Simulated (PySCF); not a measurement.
Computed IR spectrum (relative IR intensity) of a molecule CH8O2Si3. Geometry optimised at PBE-D3(BJ)/def2-SVP. One conformer was computed; it need not be the lowest. All values below come from PBE-D3(BJ)/def2-SVP run with PySCF. Frequencies are harmonic and unscaled.

Lines under 2 % of the strongest are left out, and lines within 2 cm⁻¹ are merged.

```tsv
ν (cm⁻¹)	relative intensity
176	4.2
277	8.0
345	3.8
435	6.1
450	3.2
542	5.4
639	33
658	12
667	21
700	39
775	6.4
813	75
837	87
873	18
894	35
905	14
914	18
1212	100
1740	93
2129	26
2146	67
2167	23
2172	35
2192	76
2960	34
```

**Question.** Pick the molecule that these values belong to.
(A) O=CO[SiH2][SiH2][SiH3]
(B) O=C(O)[SiH]([SiH3])[SiH3]
(C) O[Si@@H]1C[SiH2][SiH2]O1
(D) [SiH3][SiH2][SiH]1OCO1

**Answer.** A, O=CO[SiH2][SiH2][SiH3]
